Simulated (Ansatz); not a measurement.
Consider the ligand exchange at the Si–N bond: `CN([SiH2]O)[SiH2]O` + H₂Se → `O[SiH2][SeH]` + `CN[SiH2]O`.

Calculated with Ansatz (gas phase, PBE0-D4/def2-TZVP geometries, no zero-point term in ΔE). CCSD(T)/CBS adds triple-zeta CCSD(T) − MP2 to the extrapolated MP2 energy (def2 sets, frozen cores). Functionals use def2-TZVPP. B3LYP here is the variant with VWN-RPA as its local correlation; programs differ in this. For Se outer-core shells are correlated without core-valence functions, which leaves a few kJ/mol of doubt a bond. Scalar relativity is left out up to krypton. Each species was taken in one conformer, which may not be the lowest.

`CN([SiH2]O)[SiH2]O`:

Cartesian coordinates in Å:
```
C 1.656 -0.732 0.598
N 0.447 -0.059 0.129
Si 0.461 0.509 -1.509
O -1.060 0.956 -1.922
Si -0.895 0.140 1.169
O -2.245 -0.386 0.353
H 1.447 -1.330 1.488
H 2.045 -1.410 -0.170
H 2.452 -0.024 0.853
H 1.314 1.709 -1.702
H 1.009 -0.599 -2.341
H -1.752 0.390 -1.560
H -0.631 -0.682 2.380
H -1.167 1.546 1.577
H -3.082 -0.028 0.657
```

H₂Se:

Z-matrix (Å, degrees):
```
Se
H 1 1.467
H 1 1.467 2 91.2
```

`O[SiH2][SeH]`:

Z-matrix (Å, degrees):
```
Si
Se 1 2.282
O 1 1.641 2 113.4
H 1 1.477 2 107.8 3 116.2
H 1 1.484 2 106.6 3 -123.6
H 2 1.468 1 92.5 3 97.5
H 3 0.959 1 117.7 2 -46.2
```

`CN[SiH2]O`:

Z-matrix (Å, degrees):
```
C
N 1 1.446
H 1 1.097 2 113.4
H 1 1.093 2 109.4 3 -120.0
H 1 1.094 2 111.4 3 121.9
Si 2 1.705 1 125.5 3 97.3
H 2 1.008 1 113.7 3 -65.2
O 6 1.652 2 118.0 1 -83.0
H 6 1.489 2 105.4 1 38.4
H 6 1.479 2 107.7 1 160.6
H 8 0.958 6 117.8 2 73.7
```

```csv
level,ΔE (kJ/mol),difference from CCSD(T)/CBS
PBE-D4,-6.9,-8.4
r2SCAN-D4,0.0,-1.5
PBE0-D4,-4.2,-5.7
B3LYP-D4,4.0,2.5
ωB97X-V,2.5,1.0
ωB97M-V,3.8,2.3
B2PLYP,-1.6,-3.1
PBE,-14.4,-15.9
r2SCAN,-2.3,-3.8
PBE0,-10.9,-12.4
B3LYP,-7.7,-9.2
HF/def2-TZVPP,-3.0,-4.5
MP2/def2-TZVPP,4.6,3.1
SCS-MP2/def2-TZVPP,5.0,3.5
CCSD/def2-TZVPP,6.0,4.5
CCSD(T)/def2-TZVPP,7.2,5.7
HF/def2-QZVPP,-2.3,-3.8
MP2/def2-QZVPP,1.6,0.1
SCS-MP2/def2-QZVPP,2.2,0.7
HF/CBS(def2),-2.2,-3.7
MP2/CBS(def2),-1.1,-2.6
CCSD/CBS(def2),0.3,-1.2
CCSD(T)/CBS,1.5,0
```

Largest T1 diagnostic among the species: 0.011.

From PBE to PBE0 (25 % exact exchange), in def2-TZVPP and without D4, ΔE moves by +3.5 kJ/mol. In def2-TZVPP, CCSD(T) changes the Hartree–Fock value by +10.2 kJ/mol (the triples alone add +1.2 kJ/mol) and MP2 by +7.6 kJ/mol. The D4 term adds +11.7 kJ/mol with B3LYP and +6.6 kJ/mol with PBE0; it sums over pairs of atoms, weighted by their polarisabilities, and B3LYP, whose exchange is more repulsive, gets the larger term.
